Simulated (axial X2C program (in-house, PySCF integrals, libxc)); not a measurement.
## SBr: from the spin-free to the two-component result

Calculated with an axial X2C code built on PySCF integrals. Spin-free means the one-electron spin-free X2C Hamiltonian; two-component (2c) means X2C with spin–orbit coupling and atomic mean-field two-electron Coulomb and Gaunt terms, so the difference of the two also holds small scalar two-electron terms. Basis: Br dyall-cv3z [8s9p6d4f1g], S dyall-av3z [9s8p3d2f] (cores contracted in-house); Gaussian nuclei, density fitting, unrestricted open shells. Masses: Br 78.918 u, S 31.972 u.

Spin-free state: M_S = 1/2, Λ = 1 (beyond evenly filled blocks: π+α, π+β, π-α); fragments Br + S.

| level | Re (Å) | ωe (cm⁻¹) | De (eV) | μ (D) |
| --- | --- | --- | --- | --- |
| PBE0 | 2.123 | 475.5 | 2.636 | -0.51 |
| r2SCAN0 | 2.115 | 482.3 | 2.399 | -0.49 |

Dipoles are positive if S is the positive end.

Within this multiplet, which Ω should lie lowest by the rule for regular and inverted multiplets?

The open π shell holds three electrons, one hole, so the multiplet is inverted: Ω = Λ + 1/2 = 3/2. The PBE0 2c search agrees.

Two-component determinant lowest at the distance of the search:

Ω = 3/2 (⟨Sz⟩ = 0.50, ⟨Lz⟩ = 1.00 at PBE0); fragments Br + S.

```csv
level,Re (Å),ωe (cm⁻¹),De (eV),μ (D)
PBE0,2.122,476.5,2.595,-0.58
r2SCAN0,2.114,483.5,n/a,-0.56
```

From the two tables, how do the constants change at the PBE0 level (2c against spin-free)?

At the PBE0 level Re goes down by 0.001 Å and ωe goes up by 1.0 cm⁻¹; De is not compared, since the atomic limits differ or miss part of their spin–orbit lowering.

The state is one determinant whose occupation by symmetry is held fixed; it was picked as the lowest of a PBE0 search that is not exhaustive. Dissociation energies refer to the lowest single-determinant-based atoms at the same level and basis. De is not given where an atomic determinant may have missed its ground term or J level, or where the truncated virtual space spoils (T). Density functionals use the spin component along the axis (collinear). In 2c an atomic determinant is not the ground J level, so De misses part of the atomic spin–orbit lowering. This holds for PBE0. The functionals have no current-density term, which raises determinants with orbital currents, atoms included.
